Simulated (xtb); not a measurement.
xtb input (GFN1-xTB):

```bash
xtb mol.xyz --gfn 1 --sp --chrg 1 --uhf 0
```
mol.xyz:
```
5

B      0.75463725     0.20854978     0.04226581
N     -0.50761348    -0.14028287    -0.02843047
H      1.87925560     0.51934666     0.10525356
H     -1.28046013     0.52232676     0.05508646
H     -0.81868737    -1.10244223    -0.17265575
```

Output:

```
           -------------------------------------------------
          |                Calculation Setup                |
           -------------------------------------------------

           -------------------------------------------------
          |                 G F N 1 - x T B                 |
           -------------------------------------------------

        Reference                      10.1021/acs.jctc.7b00118
      * Hamiltonian:
        H0-scaling (s, p, d)           1.850000    2.250000    2.000000
        zeta-weighting                 0.000000
      * Dispersion:
        s8                             2.400000
        a1                             0.630000
        a2                             5.000000
        s9                             0.000000
      * Repulsion:
        kExp                           1.500000
        rExp                           1.000000
      * Coulomb:
        alpha                          2.000000
        third order                    atomic
        anisotropic                    false
      * Halogen bond correction:
        rad-scale                      1.300000
        damping                        0.440000

          ...................................................
          :                      SETUP                      :
          :.................................................:
          :  # basis functions                  14          :
          :  # atomic orbitals                  14          :
          :  # shells                           10          :
          :  # electrons                        10          :
          :  # halogen bonds                     0          :
          :  max. iterations                   250          :
          :  Hamiltonian                  GFN1-xTB          :
          :  restarted?                      false          :
          :  GBSA solvation                  false          :
          :  PC potential                    false          :
          :  electronic temp.          300.0000000     K    :
          :  accuracy                    1.0000000          :
          :  -> integral cutoff          0.2500000E+02      :
          :  -> integral neglect         0.1000000E-07      :
          :  -> SCF convergence          0.1000000E-05 Eh   :
          :  -> wf. convergence          0.2000000E-04 e    :
          :  Broyden damping             0.4000000          :
          :  net charge                          1          :
          :  unpaired electrons                  0          :
          ...................................................

 iter      E             dE          RMSdq      gap      omega  full diag
   1     -5.7944900 -0.579449E+01  0.610E+00    5.35       0.0  T
   2     -5.8093422 -0.148523E-01  0.342E+00    4.99       1.0  T
   3     -5.8095003 -0.158018E-03  0.929E-01    5.31       1.0  T
   4     -5.8102084 -0.708170E-03  0.198E-01    5.11       1.0  T
   5     -5.8103039 -0.954917E-04  0.264E-02    5.14       1.7  T
   6     -5.8103063 -0.240027E-05  0.105E-02    5.13       4.3  T
   7     -5.8103069 -0.576985E-06  0.191E-04    5.13     234.7  T
   8     -5.8103069 -0.141956E-09  0.308E-05    5.13    1452.7  T

   *** convergence criteria satisfied after 8 iterations ***

         #    Occupation            Energy/Eh            Energy/eV
      -------------------------------------------------------------
         1        2.0000           -1.0507363             -28.5920
         2        2.0000           -0.8676646             -23.6104
         3        2.0000           -0.8488544             -23.0985
         4        2.0000           -0.7843635             -21.3436
         5        2.0000           -0.7540387             -20.5184 (HOMO)
         6                         -0.5653634             -15.3843 (LUMO)
         7                         -0.5113369             -13.9142
         8                         -0.3845759             -10.4648
         9                         -0.3333812              -9.0718
        10                         -0.3169604              -8.6249
       ...                                ...                  ...
        14                          0.8335156              22.6811
      -------------------------------------------------------------
                  HL-Gap            0.1886753 Eh            5.1341 eV
             Fermi-level           -0.6597011 Eh          -17.9514 eV

 SCC (total)                   0 d,  0 h,  0 min,  0.005 sec
 SCC setup                      ...        0 min,  0.000 sec (  2.697%)
 Dispersion                     ...        0 min,  0.000 sec (  1.842%)
 classical contributions        ...        0 min,  0.000 sec (  0.949%)
 integral evaluation            ...        0 min,  0.001 sec ( 19.098%)
 iterations                     ...        0 min,  0.002 sec ( 38.177%)
 molecular gradient             ...        0 min,  0.001 sec ( 29.713%)
 printout                       ...        0 min,  0.000 sec (  7.034%)

         :::::::::::::::::::::::::::::::::::::::::::::::::::::
         ::                     SUMMARY                     ::
         :::::::::::::::::::::::::::::::::::::::::::::::::::::
         :: total energy              -5.717172977487 Eh    ::
         :: gradient norm              0.014285116157 Eh/a0 ::
         :: HOMO-LUMO gap              5.134116406901 eV    ::
         ::.................................................::
         :: SCC energy                -5.810306902833 Eh    ::
         :: -> electrostatic           0.142711928456 Eh    ::
         :: repulsion energy           0.093833386459 Eh    ::
         :: dispersion energy         -0.000699461114 Eh    ::
         :: halogen bond corr.         0.000000000000 Eh    ::
         :: add. restraining           0.000000000000 Eh    ::
         :: total charge               1.000000000000 e     ::
         :::::::::::::::::::::::::::::::::::::::::::::::::::::

           -------------------------------------------------
          |                Property Printout                |
           -------------------------------------------------

    * Orbital Energies and Occupations

         #    Occupation            Energy/Eh            Energy/eV
      -------------------------------------------------------------
         1        2.0000           -1.0507363             -28.5920
         2        2.0000           -0.8676646             -23.6104
         3        2.0000           -0.8488544             -23.0985
         4        2.0000           -0.7843635             -21.3436
         5        2.0000           -0.7540387             -20.5184 (HOMO)
         6                         -0.5653634             -15.3843 (LUMO)
         7                         -0.5113369             -13.9142
         8                         -0.3845759             -10.4648
         9                         -0.3333812              -9.0718
        10                         -0.3169604              -8.6249
        11                         -0.2004721              -5.4551
        12                          0.0204444               0.5563
        13                          0.1617977               4.4027
        14                          0.8335156              22.6811
      -------------------------------------------------------------
                  HL-Gap            0.1886753 Eh            5.1341 eV
             Fermi-level           -0.6597011 Eh          -17.9514 eV

  Mulliken/CM5 charges         n(s)   n(p)   n(d)
     1B     0.57186  0.44961   1.060  1.368  0.000
     2N    -0.33205 -0.70135   1.450  3.882  0.000
     3H     0.10425  0.21544   0.896  0.000  0.000
     4H     0.32797  0.51815   0.672  0.000  0.000
     5H     0.32797  0.51815   0.672  0.000  0.000
Note: The following floating-point exceptions are signalling: IEEE_DENORMAL
normal termination of xtb

Wiberg/Mayer (AO) data.
largest (>0.10) Wiberg bond orders for each atom

 ---------------------------------------------------------------------------
     #   Z sym  total        # sym  WBO       # sym  WBO       # sym  WBO
 ---------------------------------------------------------------------------
     1   5 B    2.833 --     2 N    1.773     3 H    0.960
     2   7 N    3.455 --     1 B    1.773     5 H    0.835     4 H    0.835
     3   1 H    0.983 --     1 B    0.960
     4   1 H    0.891 --     2 N    0.835
     5   1 H    0.891 --     2 N    0.835
 ---------------------------------------------------------------------------

Topologies differ in total number of bonds
Writing topology from bond orders to xtbtopo.mol

 dipole moment from electron density (au)
     X       Y       Z
   0.0017   0.0005   0.0001  total (Debye):    0.005

           -------------------------------------------------
          | TOTAL ENERGY               -5.717172977487 Eh   |
          | GRADIENT NORM               0.014285116157 Eh/α |
          | HOMO-LUMO GAP               5.134116406901 eV   |
           -------------------------------------------------

------------------------------------------------------------------------
------------------------------------------------------------------------
 total:
 SCF:
```

It need not be the lowest isomer of its formula.
